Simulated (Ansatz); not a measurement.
Species: InI, charge 1, doublet. InI+ (parent SMILES [In][I], doublet).
B3LYP-D3(BJ)/def2-TZVP minimum from Ansatz (an electronic-structure program):
```xyz
2

In     0.0000     0.0000    -1.7553
I      0.0000     0.0000     1.6229
```
Charge +1, spin multiplicity 2.

Total energies in def2-TZVPP, 9 correlated electrons, 18 frozen orbitals. UHF or UKS for unpaired electrons; spin-orbit terms are left out. Cores are frozen in correlated methods (noble-gas shells, and filled d and f shells in the p block). Past Kr the def2 sets carry scalar-relativistic core potentials. Spin-orbit terms, left out, reach several kcal/mol for Br and I, and more for heavier atoms. The spin of IIn+ (parent SMILES [In][I], doublet) was assumed, and the state is the lowest solution found for it.

| method | program | energy (Eh) | minus CCSDT(Q) (mEh) |
|---|---|---|---|
| HF | Ansatz | -485.68474 | 174.40 |
| MP2 | Ansatz | -485.82658 | 32.55 |
| CCSD | Ansatz | -485.85331 | 5.82 |
| CCSD(T) | Ansatz | -485.85828 | 0.85 |
| CCSDT(Q) | Ansatz | -485.85913 | 0.00 |

Rough core times of Ansatz's runs on a shared machine: CCSD(T) 3 min, CCSDT(Q) 9 min.
